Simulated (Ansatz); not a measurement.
A nudged elastic band was laid between two geometries of Cl3H3Si2 + H2 (10 atoms, charge 0, multiplicity 1).

Computed with RKS PBE0/def2-SVP (Ansatz 0.2.0).

```
movable images  : 7
climbing image  : yes
spring          : 5.0 eV/Å²
optimiser       : quadratic models (default)
start path      : through a guess of the saddle point
force threshold : 0.05 eV/Å
iteration limit : 60
end points      : relaxed
```

Initial state:

```xyz
10
Properties=species:S:1:pos:R:3
Si -0.131 0.526 0.076
Si -0.114 0.433 2.406
H -1.502 0.155 2.878
H 0.812 -0.653 2.842
H 0.355 1.755 2.918
Cl 1.754 0.911 -0.652
Cl -1.397 2.011 -0.582
Cl -0.778 -1.261 -0.722
H 0.912 -3.188 0.997
H 1.321 -3.572 1.513
```

Final state:

```xyz
10
Properties=species:S:1:pos:R:3
Si -0.142 -0.676 -0.961
Si 0.367 0.002 3.359
H -1.001 -0.581 3.233
H 0.959 -0.409 4.667
H 0.291 1.489 3.290
Cl 1.873 -0.356 -1.089
Cl -1.026 0.939 -0.062
Cl -0.911 -0.893 -2.843
H -0.409 -1.891 -0.169
H 1.229 -0.508 2.251
```

Problem. What changes between the two ends?

Solution. Bonds broken: Si1–Si2, H9–H10. Bonds formed: Si1–H9, Si2–H10. Cl3H3Si2 + H2 becomes Cl3HSi + H4Si.

Problem. Give the energies along the band, and the barrier.

Solution. The run converged. The highest image is number 4 of 0 to 8, 2.73 eV above the first end and 2.96 eV above the last; the last end lies 0.22 eV below the first. Neighbouring images differ by up to 2.2 eV, so the band resolves the path poorly. A vibrational analysis at the climbing image gives one clearly imaginary mode, 1307i cm⁻¹: a first-order saddle point. The orbitals stay closed-shell, which can raise the energy where a bond breaks towards radicals; this wasn't checked here.

| image | path coordinate (Å) | energy (eV) | Si1–Si2 (Å) | H9–H10 (Å) | Si1–H9 (Å) |
| --- | --- | --- | --- | --- | --- |
| 0 | 0.00 | 0.00 | 2.33 | 0.76 | 3.97 |
| 1 | 1.08 | 0.00 | 2.33 | 0.76 | 3.66 |
| 2 | 2.16 | 0.06 | 2.34 | 0.76 | 3.16 |
| 3 | 3.24 | 0.51 | 2.37 | 0.76 | 2.44 |
| 4 | 4.32 | 2.73 | 2.62 | 1.17 | 1.64 |
| 5 | 5.67 | 0.60 | 3.47 | 1.69 | 1.47 |
| 6 | 7.03 | -0.18 | 4.20 | 2.17 | 1.47 |
| 7 | 8.39 | -0.22 | 4.50 | 2.80 | 1.48 |
| 8 | 9.75 | -0.22 | 4.40 | 3.23 | 1.47 |

Problem. What is the geometry of the highest image?

Solution. 
```xyz
10
Properties=species:S:1:pos:R:3:forces:R:3
Si 0.178 -0.386 0.021 -0.01 0.02 0.00
Si -0.042 -0.022 2.606 0.01 0.00 0.00
H -1.517 -0.057 2.791 0.00 0.00 0.00
H 0.611 -0.995 3.543 0.00 0.00 0.00
H 0.564 1.325 2.776 0.00 0.00 0.00
Cl 1.854 0.370 -0.908 0.01 0.00 0.00
Cl -1.002 1.382 0.009 0.00 -0.01 0.00
Cl -1.177 -1.657 -0.870 0.00 0.00 0.00
H 1.074 -1.716 0.386 0.01 -0.01 0.00
H 0.688 -1.128 1.321 0.00 0.01 0.00
```

The run took 4.1 min on 4 threads of Arm Neoverse V2, with other jobs on the host, peak memory 0.3 GiB.
